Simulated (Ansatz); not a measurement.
Mulliken charges of FHMoOS$_{2}$ (`[OH][Mo]([F])(=[S])=[S]`) from ωB97M-V/def2-TZVPP in Ansatz (PBE0-D4/def2-TZVP geometry).

```
atom   x (Å)   y (Å)   z (Å)  charge (e)
  O1  -1.137   0.425   0.851      -0.453
 Mo2   0.239  -0.293  -0.158       1.066
  F3   1.411  -1.245   0.887      -0.374
  S4  -0.601  -1.552  -1.605      -0.235
  S5   1.268   1.249  -1.131      -0.224
  H6  -1.138   1.352   1.111       0.221
```

Problem. By hand: the dipole of these point charges (1 e Å = 4.8032 D).

Solution. Σ q r = (-0.152, 0.345, -0.010) e Å, of length 0.377 e Å = 1.81 D.

Problem. How does the dipole of the full density compare? (An estimate is asked.)

Solution. Ansatz gave: (-0.168, 0.393, 0.203) e Å, 2.27 D; the point charges give 0.80 times that, at 27° from its direction.

Point charges leave out the atoms' own dipoles, such as those of lone pairs, and Mulliken's split depends on the basis, so the two needn't agree.
